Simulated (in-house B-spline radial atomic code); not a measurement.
# Functionals against successive ionisation energies: Ti to Ti⁵⁺

Ionisation energies as differences of self-consistent total energies from an all-electron radial atomic-structure program (B-spline basis): all electrons, radial basis limit, scalar-relativistic (one-electron X2C), spin-polarised at highest spin, spherical densities; exact exchange is averaged over the determinants of each configuration. No spin-orbit coupling, Breit or QED terms. NIST's values run from ground level to ground level, so in open shells the differences also hold multiplet and fine-structure energies that spherical high-spin averages miss. Columns give computed minus NIST, in eV; a star marks a semi-empirical value. Species are left out where the tabulated value is theory, is uncertain by more than 0.12 eV, or (13 ions, such as In⁴⁺, Te⁴⁺ and Bi⁴⁺) lies off its series for all methods alike, which flatters the means a little.

```csv
species,shell,NIST (eV),LDA exchange-only,PBE0,BHandHLYP,OLYP
Ti,4s,6.83,-1.21,-0.24,-0.16,-0.20
Ti⁺,4s,13.58,+0.11,+0.26,+0.05,+0.09
Ti²⁺,3d,27.49,-1.08,-0.06,-0.26,+0.14
Ti³⁺,3d,43.27,-1.10,+0.23,+0.15,+0.44
Ti⁴⁺,3p,99.30 ± 0.01,-1.86,+0.13,+0.03,+0.29
Ti⁵⁺,3p,119.53 ± 0.03*,-1.88,+0.10,-0.09,+0.24
```

(1) How do the methods rank, and which species is hardest?

Results:

(1) Mean absolute (signed) differences: BHandHLYP 0.12 (-0.05) eV; PBE0 0.17 (+0.07) eV; OLYP 0.23 (+0.17) eV; LDA exchange-only 1.21 (-1.17) eV. For Ti, which loses a 4s electron, the nearest method is off by -0.16 eV, the largest such miss.
